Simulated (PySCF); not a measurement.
C6H13FGe.
Atom-mapped SMILES: `[CH3:1][C@@:2]1([GeH3:3])[CH2:4][CH2:5][C@H:6]([F:7])[CH2:8]1` (hydrogens: H9, H10, H11 on C1; H12, H13, H14 on Ge3; H15, H16 on C4; H17, H18 on C5; H19 on C6; H20, H21 on C8)

Computed, not measured: PySCF 2.14.0, PBE0-D3(BJ)/def2-SVP geometry optimisation, gas phase.

(1) List the bond lengths, angles and torsions at this level.

Answers

(1) 
```json
{"bond": "C1–C2", "length (Å)": "1.523"}
{"bond": "C2–Ge3", "length (Å)": "1.994"}
{"bond": "C2–C4", "length (Å)": "1.541"}
{"bond": "C4–C5", "length (Å)": "1.539"}
{"bond": "C5–C6", "length (Å)": "1.533"}
{"bond": "C6–F7", "length (Å)": "1.390"}
{"bond": "C6–C8", "length (Å)": "1.516"}
{"bond": "C2–C8", "length (Å)": "1.535"}
{"bond": "C1–H9, C1–H10, C1–H11", "length (Å)": "1.103"}
{"bond": "Ge3–H12, Ge3–H13, Ge3–H14", "length (Å)": "1.542"}
{"bond": "C4–H15", "length (Å)": "1.105"}
{"bond": "C4–H16", "length (Å)": "1.102"}
{"bond": "C5–H17", "length (Å)": "1.100"}
{"bond": "C5–H18", "length (Å)": "1.100"}
{"bond": "C6–H19", "length (Å)": "1.102"}
{"bond": "C8–H20", "length (Å)": "1.101"}
{"bond": "C8–H21", "length (Å)": "1.107"}
```

Bonds in one row agree within 0.01 Å and their mean is given. A selection of angles:
```json
{"angle": "C1–C2–Ge3", "degrees": "108.1"}
{"angle": "C1–C2–C4", "degrees": "113.1"}
{"angle": "C1–C2–C8", "degrees": "112.5"}
{"angle": "Ge3–C2–C4", "degrees": "110.1"}
{"angle": "Ge3–C2–C8", "degrees": "111.6"}
{"angle": "C4–C2–C8", "degrees": "101.3"}
{"angle": "C2–C4–C5", "degrees": "105.9"}
{"angle": "C4–C5–C6", "degrees": "106.2"}
{"angle": "C5–C6–F7", "degrees": "109.4"}
{"angle": "C5–C6–C8", "degrees": "105.2"}
{"angle": "F7–C6–C8", "degrees": "108.7"}
{"angle": "C2–C8–C6", "degrees": "104.8"}
```

Torsions: C1–C2–C4–C5 154° (antiperiplanar); C2–C4–C5–C6 -14° (synperiplanar); C4–C5–C6–F7 105° (anticlinal); C5–C6–C8–C2 33° (synclinal); C1–C2–C8–C6 -162° (antiperiplanar).

Of the pairs four or more bonds apart, H9···H15 is among the closest relative to their van der Waals radii: 2.43 Å, 101 % of the sum of Bondi's values. The 5-membered ring C2–C4–C5–C6–C8 has internal angles of 101.3° to 106.2° (sum 523°, against 540° for a flat polygon); it is puckered, 0.18 Å rms from its mean plane, widest ring torsion 41°. Ge3 (germanium bonded to C and 3 H) is tetrahedral (angles from 107.3° to 112.5°). The 6 C–C bonds span 1.516 Å (C6–C8, drawn single) to 1.541 Å (C2–C4, drawn single), a spread of 0.025 Å.

Point group: C1 (no symmetry element, even within 0.4 Å). Not checked by PBE0-D3(BJ)/def2-SVP frequencies. The numbers are those of one conformer.
